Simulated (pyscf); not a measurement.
Single points on ωB97X-D3(BJ)/def2-SVP structures (PySCF, gas phase). MP2 and CC: frozen core, UHF for open shells. ΔMP2 is the change of the MP2 total energy from the triple- to the quadruple-zeta basis.

Question: What is the homolytic dissociation enthalpy (298 K, CCSD(T)/def2-TZVPP + ΔMP2(QZVPP)) of the Se–Si bond of `[F][SiH2][SeH]`, to F–SiH₂• + SeH•?

Answer: Se–Si to F–SiH₂• + SeH•: 84.5 kcal/mol. The CCSD(T) − MP2 part came from Ansatz, without density fitting, on the same reference. The frozen core leaves the outer d or s,p core shells of the metals and heavy elements correlated in the MP2 and CC values, and def2-TZVPP describes them poorly, which can shift differences by a few kcal/mol. Left out: the spin-orbit lowering of SeH, which is large for Br, Se, Te and I. Elements up to Kr have no core potential and no relativistic terms here.
